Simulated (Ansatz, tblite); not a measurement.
Removing and adding an electron: B4O11H10, a hydroxylated oxide cluster. Total charge 0; singlet. Geometry: PBE-D4/def2-SVP. Ansatz, gas phase; energy differences of separate SCF runs; the oxidised species was run as a doublet alone; the reduced species was run as a doublet alone.

```
atom   x (Å)   y (Å)   z (Å)
  B1  -1.008   1.661   0.456
  B2   0.887   0.529   1.556
  B3  -1.485  -1.881   0.110
  B4   1.367  -0.126  -1.554
  O5   1.723   1.627   1.533
  O6  -0.554   2.930   0.793
  O7  -0.431   0.588   1.134
  O8  -1.941   1.474  -0.504
  O9   1.433  -0.693   1.868
 O10  -0.265  -2.446   0.454
 O11  -1.718  -1.184  -1.067
 O12  -2.557  -2.009   0.950
 O13   1.812  -1.224  -0.844
 O14   0.522  -0.434  -2.611
 O15   1.637   1.186  -1.285
 H16   1.168   2.429   1.373
 H17  -0.957   3.614   0.229
 H18  -2.061   0.505  -0.706
 H19   0.764  -1.402   1.690
 H20   0.447  -2.259  -0.206
 H21  -0.953  -1.128  -1.687
 H22  -2.310  -2.497   1.754
 H23   2.194  -1.005   0.037
 H24   0.233   0.381  -3.062
 H25   2.054   1.364  -0.411
```

The xTB rows come from tblite. In the singlet geometry the species has come apart into loosely held pieces. In the doublet geometry the species has come apart into loosely held pieces.

```tsv
level	−HOMO (eV)	vertical IE (eV)	−LUMO (eV)	vertical EA (eV)	HOMO–LUMO gap (eV)	IE − EA (eV)	remarks
GFN1-xTB	13.62	16.18	4.70	1.91	8.91	14.27	–
GFN2-xTB	12.45	14.94	4.86	1.96	7.59	12.98	–
PBE-D4/def2-SVP	7.30	–	0.37	-1.49	6.93	–	HOMO above zero (-1 doublet)
PBE0-D4/def2-SVP	9.13	11.00	-0.55	-1.90	9.69	12.90	HOMO above zero (-1 doublet)
```

Run but left out: PBE-D4/def2-SVP (charge +1 doublet: an occupied level 0.06 eV above an empty one).   A HOMO above zero means that the electron is unbound at that level or that self-interaction error raises the level; the energy of removing that electron tells which. Raw xTB energy differences between charge states are shifted by several eV; the methods need an empirical correction for them. Sets without diffuse functions give affinities that are too small. A negative affinity means that the extra electron isn't bound; its size then hangs on the basis.
